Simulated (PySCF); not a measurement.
Zn(Cl)(OSiH3) (ClH3OSiZn), SMILES [SiH3][O][Zn][Cl].

Coordinates come from a B3LYP-D3(BJ)/def2-SVP optimisation. The structure was generated by enumeration; whether it is a known compound was not checked. The values are those of a single conformer.

Two levels are set side by side: PBE/def2-TZVP (PySCF) and PBE0/def2-TZVP (PySCF). Same geometry, gas phase. Differences are taken from unrounded values.

```csv
quantity,PBE0,PBE,PBE minus PBE0
orbital gap (eV),6.85,4.49,-2.36
highest occupied level (eV),-8.53,-7.11,1.42
lowest empty level (eV),-1.68,-2.62,-0.94
dipole moment (D),0.26,0.20,-0.06
mean polarisability (bohr³),61.5,65.7,4.2
```

PBE's occupied levels lie high since its potential decays too fast outside the molecule; exact exchange lowers them and widens the gap. Loosely held outer electrons make PBE densities more polarisable. Differences between two approximate levels are no errors against the true value.

Rough cost on one machine, each run with all the roots and properties that it gave: PBE0 against PBE within a factor of 2.
